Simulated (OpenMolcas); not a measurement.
**Cu2+ in a ligand field**

Cu2+ with 6 ligands (chloride) in octahedral coordination (Oh) at 2.49 Å. A charge of +0.667 e stands 2.8 Å behind each ligand. Ligand basis ANO-RCC-VDZP.
```
Cu    0.0000    0.0000    0.0000
Cl    2.4900    0.0000    0.0000
Cl    0.0000    2.4900    0.0000
Cl   -2.4900    0.0000    0.0000
Cl    0.0000   -2.4900    0.0000
Cl    0.0000    0.0000    2.4900
Cl    0.0000    0.0000   -2.4900
```

* Program: OpenMolcas 26.06
* Method: CASSCF
* Basis: ANO-RCC-VTZP [6s5p3d2f1g]
* Scalar Hamiltonian: DKH2, point nucleus
* Active space: 9 electrons in 5 orbitals (3d)
* State averaging: 2S+1 = 2 even, 5 roots
* Spin-orbit coupling: state interaction with AMFI integrals over the reference wave functions

The lowest spin-free states (labels of O, the rotations of Oh), above the lowest:

| State | Degeneracy | E (cm-1) | Free-ion L (%) |
| --- | --- | --- | --- |
| 2E | 2 | 0.0 | D (100) |
| 2T2 | 3 | 2996 | D (100) |

The lowest levels with spin-orbit coupling:

```json
{"E (cm-1)": "0.0", "Degeneracy": "4", "Label": "Γ8", "2S+1": "2", "g": ""}
{"E (cm-1)": "2452", "Degeneracy": "2", "Label": "Γ7", "2S+1": "2", "g": "1.99 1.99 1.99"}
{"E (cm-1)": "3935", "Degeneracy": "4", "Label": "Γ8", "2S+1": "2", "g": ""}
```

Powder χT (cm3 K/mol): 0.721 at 2 K, 0.723 at 10 K, 0.736 at 50 K, 0.751 at 100 K, 0.781 at 200 K, 0.812 at 300 K. The effective moment at 300 K is 2.828 √(χT) = 2.55 μB.

The lowest level has 2S+1 = 2, for which the spin-only value is χT = S(S+1) / 2 = 0.375 cm3 K/mol (g = 2). The computed 0.812 at 300 K differs by +0.437, through orbital momentum, spin-orbit coupling and any other state in reach.

Metal share of the active 3d orbitals (Löwdin): 96, 96, 99, 99, 99 %; Mulliken charge of the metal 1.26.

The gap between the two states is 10Dq = 2996 cm-1.

An orbital doublet at a regular site is open to a Jahn-Teller distortion, which this geometry leaves out. Ligand-to-metal charge-transfer states are missing. With metal d orbitals alone and no dynamic correlation the field as a rule comes out too small, by tens of per cent, by up to half for chloride and softer ligands, and the orbital part of g and χT, which goes as 1/10Dq, too large. No measured value stands beside these numbers; the geometry was imposed, not optimised, and the real ion may take another.
